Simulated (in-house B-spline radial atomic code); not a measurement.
## Ionising Tb33+ with different functionals

Computed with a radial B-spline atomic code at the basis-set limit: scalar-relativistic (spin-free X2C) Hamiltonian, Fermi nucleus of rms radius 5.06 fm, spin-polarised at highest spin, spherical fractional occupations for the functionals. The ionisation energy is the difference of two self-consistent energies, [Ar] 3d10 4s2 4p2 → [Ar] 3d10 4s2 4p1, without Breit or QED terms; ε is the level of the shell that loses the electron (its least bound occupied spin orbital). There is no spin-orbit coupling in this Hamiltonian.

Hybrids are left out here: with spherical fractional occupations of an open shell their exact exchange keeps a self-interaction that integer-occupation calculations don't have.

```tsv
method	rung	ΔSCF (eV)	-ε(4p) (eV)
RPBE	GGA	1368.03	1345.83
OLYP	GGA	1369.96	1347.93
PBE	GGA	1368.18	1345.87
BP86	GGA	1368.44	1346.08
```

How do they compare with the NIST value?

NIST lists 1393 eV ± 5 (tabulated theory, ground level to ground level). Errors run from -24.97 to -23.04 eV. The correlated functionals all miss on the same side by more than they spread, so the cause is common to them (spin-orbit coupling, Breit-QED terms, multiplet and fine-structure energies, or a listed next ion that isn't the cheapest removal here) and closeness doesn't rank the functionals.
